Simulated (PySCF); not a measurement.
B3LYP has the VWN-RPA correlation part, as in Gaussian. 

```xyz
7

F      1.8627     0.8402    -0.5345
C      1.1268     0.0686     0.2754
F      1.7709    -1.0858     0.4907
Ge    -0.8296     0.0215     0.0212
H     -1.3965    -0.7561     1.2125
H     -1.1974    -0.6701    -1.3062
H     -1.2996     1.4791     0.0210
```

Charge 0, multiplicity 2.

Problem. Give the Mulliken and meta-Löwdin atomic charges from PySCF with B3LYP-D3(BJ)/def2-TZVP.

Solution. 
| atom | Mulliken (e) | meta-Löwdin (e) |
|---|---|---|
| F1 | -0.17 | -0.24 |
| C2 | 0.22 | 0.27 |
| F3 | -0.17 | -0.24 |
| Ge4 | 0.11 | 0.36 |
| H5 | 0.01 | -0.05 |
| H6 | 0.00 | -0.06 |
| H7 | 0.01 | -0.05 |
